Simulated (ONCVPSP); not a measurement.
## Before and after: ONCV potential for rubidium

Rb, optimised norm-conserving Vanderbilt (ONCV), made with ONCVPSP 4.0.1 (BLYP, scalar-relativistic). Core [Ar] 3d10, reference 4s2 4p6 5s0.75 (charge +0.25). Waves: 4s+5s: rc 2.50 bohr, ncon 4, nbas 7, qcut 3.9 1/bohr, 2 projectors; 4p: rc 1.90 bohr, ncon 5, nbas 8, qcut 7.5 1/bohr, 3 projectors, debl 0.7 Ha; d scattering state at 0.1 Ha: rc 1.85 bohr, ncon 4, nbas 8, qcut 4.4 1/bohr, 3 projectors, debl 0.5 Ha. Local part: polynomial inside 1.20 bohr (lpopt 5, dvloc0 0 Ha). Core correction: none.

Change: all radii scaled by about 0.91 (s 2.26, p 1.72, d 1.68 bohr); local potential polynomial inside 1.08 bohr (lpopt 5, dvloc0 0 Ha).

Cutoffs: the cutoffs (Ha) at which the residual kinetic energy of the hardest occupied pseudo-wave falls to 1 and 0.1 mHa per electron; they do not see the model core or the augmentation charge, which bear on the density cutoff. Errors are all-electron minus pseudo energies relative to the spin-unpolarised reference configuration.

What does the change do?

The potential gets neither clearly harder nor softer (18 Ha and 23 Ha → 19 Ha and 24 Ha); the bound ghosts move from d to d, p; the lowest positive-energy flag moves from s at 43.8 eV to s at 22.5 eV; the errors of the 4 common tests hardly move.

```csv
quantity,base,changed
"cutoff, loose",18 Ha,19 Ha
"cutoff, tight",23 Ha,24 Ha
loose cutoff by channel,"s 3.5 Ha, p 18 Ha","s 6.3 Ha, p 19 Ha"
bound ghosts,d,"p, d"
GHOST(+) flags under 300 eV,s at 43.8 eV,s at 22.5 eV
"error for 4s2 4p6 5s1, meV [ΔE -0.66 eV]",0.0,0.0
"error for 4s2 4p6 5s0, meV [ΔE 3.53 eV]",-0.1,-0.1
"error for 4s2 4p6 5s0.5, meV [ΔE 0.91 eV]",0.0,0.0
"error for 4s2 4p5 5s1, meV [ΔE 20.24 eV]",+16,+14
```

 A true bound ghost makes a file unfit for plane-wave use even where its test errors are small: the radial tests pick states by their node count and pass the ghost by.
